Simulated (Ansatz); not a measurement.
Z-matrix (Å, degrees):
```
C
C 1 1.552
Si 1 2.277 2 54.6
C 1 1.505 2 115.4 3 121.9
O 1 1.457 2 101.4 3 2.7
H 1 1.095 2 111.2 3 -111.8
H 2 1.090 1 113.1 3 -116.0
H 2 1.089 1 114.6 3 117.7
H 3 1.489 1 123.8 2 -95.6
H 3 1.488 1 127.9 2 93.7
H 4 1.093 1 110.5 2 -52.5
H 4 1.092 1 110.5 2 -172.4
H 4 1.093 1 110.3 2 67.5
```

The species carries charge 0 and has multiplicity 1.

Q: List the CAM-B3LYP/def2-TZVPP orbital energies in eV (Ansatz 0.2.0). (Estimate.)

A: Ansatz gave: Occupied: -1801.30, -522.00, -280.48, -278.54, -278.50, -145.80, -101.16, -101.11, -101.10, -29.74, -23.09, -21.19, -18.17, -15.74, -15.23, -14.01, -13.98, -12.53, -12.28, -11.82, -11.37, -10.27, -9.68, -9.26. Lowest empty: 0.98, 1.79, 2.82, 2.85, 2.89, 3.34, 3.61, 4.22.
